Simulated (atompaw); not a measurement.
## Which change was made? (Zn, PAW (atompaw))

zinc (Zn), PAW, made with atompaw 4.2.0.5 (PBE, scalar-relativistic). Core [Ar], reference 3d10 4s1.5 4p0.5. Waves: 4s (bound): rc 2.65 bohr; 4s channel at 3.2 Ry: rc 2.40 bohr; 4p (bound): rc 2.65 bohr; 4p channel at 0.6 Ry: rc 2.65 bohr; 3d (bound): rc 1.65 bohr; 3d channel at 3.2 Ry: rc 1.65 bohr. Local part: bessel scheme, radius 2.45 bohr. Core correction: smooth core density matched at 2.05 bohr. Augmentation charge: gaussian compensation charge, radius 2.50 bohr; PAW radius 2.65 bohr; waves and projectors: custom polynom2 7 10 vanderbiltortho.

Cutoffs, loose and tight: the cutoffs (Ry, on a coarse ladder) from which the occupation-weighted sum of valence levels, in a spherical-Bessel basis at the reference potential, stays within 10 and 1 mRy of its value at 400 Ry. They see the waves, projectors and local potential, not the compensation charge or the core.

The base gives: outcome: generated; cutoff, loose: 90 Ry; cutoff, tight: 260 Ry; bound ghosts: none.

Q: After one change the result is: outcome: generated; cutoff, loose: 70 Ry; cutoff, tight: 260 Ry; bound ghosts: none. Which change was it?
A. core [Ar] 3d10, valence charge 2; reference 4s1.75 4p0.25; waves now 4s (bound): rc 2.35 bohr; 4s channel at 0.7 Ry: rc 3.00 bohr; 4p (bound): rc 3.00 bohr; 4p channel at 0.65 Ry: rc 3.00 bohr; local potential bessel scheme, radius 2.30 bohr; core correction smooth core density matched at 2.25 bohr; augmentation gaussian compensation charge, radius 2.30 bohr; PAW radius 3.00 bohr; waves and projectors: custom polynom2 7 10 vanderbiltortho
B. wave 3d channel at 3.2 Ry: rc 1.65 bohr becomes 3d channel at 1.03 Ry: rc 1.65 bohr
C. local potential ultrasoft scheme with l = 3 at -0.5 Ry, radius 2.45 bohr

A: B. The others give: local potential ultrasoft scheme with l = 3 at -0.5 Ry, radius 2.45 bohr → outcome: generated; cutoff, loose: 70 Ry; cutoff, tight: 260 Ry; bound ghosts: s | core [Ar] 3d10, valence charge 2; reference 4s1.75 4p0.25; waves now 4s (bound): rc 2.35 bohr; 4s channel at 0.7 Ry: rc 3.00 bohr; 4p (bound): rc 3.00 bohr; 4p channel at 0.65 Ry: rc 3.00 bohr; local potential bessel scheme, radius 2.30 bohr; core correction smooth core density matched at 2.25 bohr; augmentation gaussian compensation charge, radius 2.30 bohr; PAW radius 3.00 bohr; waves and projectors: custom polynom2 7 10 vanderbiltortho → outcome: generated; cutoff, loose: 6 Ry; cutoff, tight: 8 Ry; bound ghosts: none.
